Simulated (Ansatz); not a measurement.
CH5BO2 (`CB(O)O`), relaxed with RKS PBE-D4/def2-SVP in the Gaussian-basis code of Ansatz from a rough embedded geometry. The force threshold is 0.03 eV/Å; the program also tests the step.

Charge 0, multiplicity 1.

Start:

```xyz
9

C     0.514   -0.464   -0.880
B    -0.287    0.410    0.158
O     0.383    1.502    0.912
O    -1.750    0.127    0.265
H     1.017    0.165   -1.642
H     1.382   -1.011   -0.279
H    -0.105   -1.263   -1.334
H     0.650    1.047    1.707
H    -1.804   -0.514    1.095
```

(1) How much energy does the relaxation release, and in how many steps? (Estimate.)

(2) Which bonds change most? (Best estimate.)

(3) Give the relaxed structure. (Estimate.)

## Answers

(1) Ansatz gave: 1.55 eV, in 7 steps.

(2) Computed: B2–O4 from 1.494 to 1.380 Å; B2–O3 from 1.486 to 1.380 Å; C1–H6 from 1.188 to 1.111 Å; O4–H9 from 1.051 to 0.974 Å.

(3) Ansatz gave: 
```xyz
9

C     0.582   -0.509   -0.982
B    -0.167    0.141    0.244
O     0.492    1.116    0.965
O    -1.437   -0.303    0.552
H     1.122    0.254   -1.578
H     1.353   -1.218   -0.609
H    -0.101   -1.072   -1.645
H    -0.011    1.463    1.723
H    -1.832    0.128    1.330
```
